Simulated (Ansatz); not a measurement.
Input file for Ansatz (a first-principles code): U-BHLYP/def2-TZVPP on CdC, 2S+1 = 3, a spin state set in the input, which need not be the lowest, a point of a bond scan (R = 2.185 Å). Elements past Kr take the def2 small-core potentials; no spin–orbit coupling.

Ansatz 0.2 input:
```yaml
crystal:
  periodic: [false, false, false]
  atoms:
    - {symbol: Cd, position_ang: [0.00000000, 0.00000000, 0.00000000]}
    - {symbol: C, position_ang: [0.00000000, 0.00000000, 2.18458200]}
basis:
  gaussian:
    orbitals: def2-TZVPP
    pivot_positions_ang: [[0.00000000, 0.00000000, 0.00000000], [0.00000000, 0.00000000, 2.18458200]]
hamiltonian:
  xc: {name: BHLYP}
magnetization: {spin_polarized: true, initial_magnetization: 2}
output: {forces: true, orbitals: {seedname: ./end}}
```

Output:

```
WARN ansatz: RAYON_NUM_THREADS=1 ignored (pool sized by the plan → 1); use --threads N
Functional definition: BHLYP
integrals: 0.02 GiB planned
663 factors; their error is unknown
mean field: 0.28 GiB planned
mean field evaluation 1: about -5590.4193 eV, gradient 2.1e1 eV
mean field evaluation 2: about -5583.6383 eV, gradient 3.9e1 eV
mean field evaluation 4: about -5593.3836 eV, gradient 1.8e0 eV
mean field evaluation 8: about -5593.4361 eV, gradient 2.8e-1 eV
mean field evaluation 16: about -5593.6177 eV, gradient 9.7e-3 eV
mean field evaluation 32: about -5592.6901 eV, gradient 5.9e0 eV
mean field -5593.61768889 eV, -205.5616585765 hartree, gradient 5.2e-5 eV, S^2 2.263072; 3 other end points of the search recorded, 0 dependent functions left out
the calculation of the forces begins
reference -5593.61781230 eV, -205.5616631116 hartree; 14, 12 occupied and 73, 75 virtual orbitals, 663 factors
Total energy: -5593.61781230 eV, -205.5616631116 hartree
Atom 0 at     0.000000     0.000000     0.000000 Å, force    -0.000000    -0.000000    -0.287992 eV/Å
Atom 1 at     0.000000     0.000000     2.184582 Å, force     0.000000     0.000000     0.287992 eV/Å
Dipole moment:    -0.000000    -0.000000    -0.626096 e Å
```

The calculation finished and met its thresholds. Its determinant has ⟨S²⟩ = 2.26, a mixture of spin states.

Cost: very roughly 1.6 core-seconds.
